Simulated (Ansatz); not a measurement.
Cost and result up the ladder for TiSi₄ (the lowest singlet isomer of a short search) (5 atoms). The state is a singlet with charge 0. Geometry: r2SCAN-D4/def2-SVP.

```xyz
5

Ti   -0.907   -0.902    1.421
Si    0.205   -1.251   -0.643
Si    0.953    0.484    0.936
Si   -1.182    0.746   -0.261
Si    0.930    0.923   -1.452
```

Ansatz on 4 threads of Arm Neoverse V2 on a shared host. Times are rough, summed over both states, and most runs start from the orbitals of an earlier one. ωB97M-V/def2-TZVP serves as the yardstick here, not as an exact answer. Differences are given only for rows in sets of like size (and for xTB, whose basis is part of the method), since another set adds its own error. The other state is a triplet at its own geometry, which has other bonds, so the gap mixes isomer and spin.

The 6-31G sets use Cartesian d functions. B3LYP takes the VWN-RPA correlation. At PBE0-D4/def2-TZVP a singlet of charge 0 lies 0.52 eV below the triplet, each at its own geometry. The structure comes from a short search, and lower isomers may exist.

Run but left out: HF/6-31G (singlet: restricted singlet, unstable in another Hartree–Fock run and untested here); B2PLYP/def2-TZVP (singlet: restricted singlet, unstable towards broken spin symmetry).

```json
{"level": "ωB97M-V/def2-TZVP", "functions": "193", "triplet − singlet (eV)": "0.25", "difference from ωB97M-V/def2-TZVP (eV)": "0.00", "remarks": "–"}
{"level": "B3LYP-D4/6-31G", "functions": "81", "triplet − singlet (eV)": "0.37", "difference from ωB97M-V/def2-TZVP (eV)": "–", "remarks": "–"}
{"level": "PBE-D4/def2-TZVP", "functions": "193", "triplet − singlet (eV)": "1.01", "difference from ωB97M-V/def2-TZVP (eV)": "0.75", "remarks": "–"}
{"level": "r2SCAN-D4/def2-TZVP (with forces)", "functions": "193", "triplet − singlet (eV)": "0.83", "difference from ωB97M-V/def2-TZVP (eV)": "0.57", "remarks": "spin-contaminated (⟨S²⟩ 2.14) (triplet)"}
```

Q: Estimate how long each takes.

A: B3LYP-D4/6-31G 8.1 s; PBE-D4/def2-TZVP 19 s; r2SCAN-D4/def2-TZVP (with forces) 56 s; ωB97M-V/def2-TZVP 2.3 min. On shared hardware such times vary by a factor of up to 3.
